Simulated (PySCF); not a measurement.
**C₆ coefficients of unlike pairs at PBE0**

Calculated with PySCF 2.14 from the dipole response of each species, C₆(A,B) = (3/π) ∫ α_A(iu) α_B(iu) du, in atomic units, from isotropic polarisabilities. For ions this is the dispersion term alone; charge-induced terms of lower order in 1/R come first.

```json
{"species": "Cd⁺", "configuration": "[Kr] 4d10 5s1 (2S)", "basis": "x2c-QZVPPall with one added diffuse shell each of s, p, d, f, g type (14s9p8d5f3g)", "relativity": "spin-free X2C", "α (bohr³)": "23.71", "C₆ (like pair)": "140.2"}
{"species": "Kr", "configuration": "[Kr] (1S)", "basis": "aug-cc-pVDZ-PP with ECP10MDF (5s4p3d)", "relativity": "core potential", "α (bohr³)": "15.91", "C₆ (like pair)": "122.9"}
{"species": "Si³⁺", "configuration": "[Ne] 3s1 (2S)", "basis": "aug-cc-pVQZ-DK (7s6p4d3f2g)", "relativity": "spin-free X2C", "α (bohr³)": "7.234", "C₆ (like pair)": "13.57"}
{"species": "As⁺", "configuration": "[Ar] 3d10 4s2 4p2 (3P)", "basis": "def2-QZVPPD (12s7p5d4f1g)", "relativity": "none", "α (bohr³)": "16.96", "C₆ (like pair)": "104.2"}
```

Problem. Estimate C₆ for Si³⁺ with Kr.

Solution. The integral gives 38.99. The combination rule 2 C_A C_B / (C_A α_B/α_A + C_B α_A/α_B) gives 38.90 and the geometric mean 40.83.

No spin-orbit coupling is included.

The other pairs:

| pair | C₆ |
| --- | --- |
| Si³⁺, Cd⁺ | 43.02 |
| As⁺, Kr | 112.0 |
| As⁺, Cd⁺ | 119.5 |
| Kr, Cd⁺ | 127.5 |
| As⁺, Si³⁺ | 37.07 |
